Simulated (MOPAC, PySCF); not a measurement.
C4H12O3Si, SMILES `CO[Si](C)(OC)OC`, neutral singlet in the gas phase. 

Cartesian coordinates (Å):
```xyz
20

C     -1.4663     2.0483     0.9015
O     -0.6114     1.0100     1.3503
Si     0.2857     0.0656     0.3106
C      1.3909    -0.9966     1.3709
O      1.1024     1.0994    -0.7113
C      1.6482     0.7499    -1.9677
O     -0.6856    -0.8514    -0.7087
C     -1.5273    -1.8956    -0.2671
H     -1.8512     2.5971     1.7855
H     -0.9289     2.7676     0.2450
H     -2.3376     1.6507     0.3328
H      2.0680    -0.3633     1.9777
H      2.0107    -1.6676     0.7423
H      0.7985    -1.6252     2.0661
H      2.6205     0.2144    -1.8611
H      1.8370     1.6781    -2.5465
H      0.9599     0.1031    -2.5553
H     -0.9523    -2.7548     0.1516
H     -2.1144    -2.2729    -1.1302
H     -2.2469    -1.5567     0.5135
```
Charge 0, multiplicity 1.

All levels are single points at this geometry (PBE-D3(BJ)/def2-SVP); Pople sets use spherical d functions. Orbital energies aren't observables, and empty levels follow the basis.

PM7 in MOPAC gives gap (eV) = 10.92.

Estimate the gap (eV) from each of these levels: PBE-D3(BJ)/def2-TZVP in PySCF; B3LYP/6-31G* in PySCF; HF/3-21G in PySCF; PM3 in MOPAC; PM6 in MOPAC.


| level | gap (eV) |
|---|---|
| PBE-D3(BJ)/def2-TZVP in PySCF | 6.51 |
| B3LYP/6-31G* in PySCF | 9.20 |
| HF/3-21G in PySCF | 17.66 |
| PM3 in MOPAC | 10.83 |
| PM6 in MOPAC | 11.31 |
